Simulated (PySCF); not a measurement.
This script is equivalent to a calculation on K (potassium, neutral).

```python
from pyscf import gto, scf, dft, mp, cc
import basis_set_exchange as bse
mol = gto.M(atom="K 0 0 0", charge=0, spin=1, symmetry="D2h",
            basis=gto.basis.parse(bse.get_basis("Sapporo-DKH3-DZP-2012", elements=["K"], fmt="nwchem", header=False)),
            nucmod="G")
mf = scf.UHF(mol).sfx2c1e()
mf.irrep_nelec = {'Ag': (4, 3), 'B1u': (2, 2), 'B2u': (2, 2), 'B3u': (2, 2)}
mf.kernel()
```

Problem. What total energy does it give?

Solution. -601.44501 hartree (calculated).

Problem. Which occupied shell lies highest, and where?

Solution. 4s α, at -4.033 eV.

Problem. What is ⟨S²⟩, and what would a pure spin state give?

Solution. 0.750, against 0.75.
